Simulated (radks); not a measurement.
Spherical quantum dot in the effective-mass picture: electrons in a hard-walled sphere of radius 6.82, all in effective atomic units (hartree* = m*/eps^2 hartree, bohr* = eps/m* bohr), one dielectric constant everywhere. Method: non-relativistic Kohn-Sham, LDA (Slater exchange, Perdew-Wang correlation), spin-polarised, spherical densities; computed with a radial shooting solver with Libxc functionals. Levels are named by radial order and angular momentum (1s, 1p, 1d, 2s, ...), and open shells are averaged over m.

N = 20, configuration 1s2 1p6 1d10 1f(up 2, down 0). This is the lowest configuration that the search found. Occupied and some empty levels:

| level | occupation | eigenvalue (hartree*) | <r> (bohr*) |
|---|---|---|---|
| 1s up | 1 | 3.6490 | 4.913 |
| 1s down | 1 | 3.6608 | 4.902 |
| 1p up | 3 | 3.6958 | 5.001 |
| 1p down | 3 | 3.7080 | 4.994 |
| 1d up | 5 | 3.7826 | 5.096 |
| 1d down | 5 | 3.7952 | 5.092 |
| 1f up | 2 | 3.9055 | 5.186 |
| 1f down | 0 | 3.9183 | 5.184 |
| 1g up | 0 | 4.0617 | 5.268 |
| 1g down | 0 | 4.0747 | 5.267 |
| 2s up | 0 | 4.1226 | 3.088 |
| 2s down | 0 | 4.1262 | 3.081 |
| 2p up | 0 | 4.2865 | 3.604 |
| 2p down | 0 | 4.2917 | 3.597 |
| 2d up | 0 | 4.4917 | 3.930 |
| 2d down | 0 | 4.4981 | 3.924 |

Energy (hartree*): total 39.9662, kinetic 8.1457, external 0, Hartree 36.747, exchange-correlation -4.9261.
